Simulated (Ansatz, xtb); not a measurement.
## C3H4F3N: 3 structures ranked

3 gas-phase structures of C3H4F3N, from a drawn sample of its isomers (lower ones may exist). Each was relaxed with GFN2-xTB:

A. `N/C=C/C(F)(F)F`, a singlet
B. `N/C=C\C(F)(F)F`, a singlet
C. `C=C(N)C(F)(F)F`, a singlet

**Question.** Make a reasoned guess at their ranking by r2SCAN-D4/def2-SVP single-point energy.

**Answer.** Calculated order at r2SCAN-D4/def2-SVP: A (0.000), B (0.026), C (0.143) eV. Less than 1 kcal/mol parts A and B, so the order within that pair means little.

Energies above the lowest of each column, in eV; the last columns are at B3LYP-D3(BJ)/def2-SVP geometries:

```csv
structure,GFN2-xTB,HF/STO-3G,r2SCAN-D4/def2-SVP,B3LYP-D3(BJ)/def2-SVP,CCSD(T)/def2-SVP + ΔMP2/def2-TZVPP
A,0.010,0.000,0.000,0.006,0.000
B,0.000,0.039,0.026,0.000,0.008
C,0.194,0.062,0.143,0.149,0.087
```

Every level run on A puts it lowest or level with the lowest. Flexible structures stand in one conformer each, not always the lowest. ΔMP2 is the change of the MP2 energy from the smaller to the larger basis.

Programs: Ansatz 0.2.0, xtb 6.7.1.
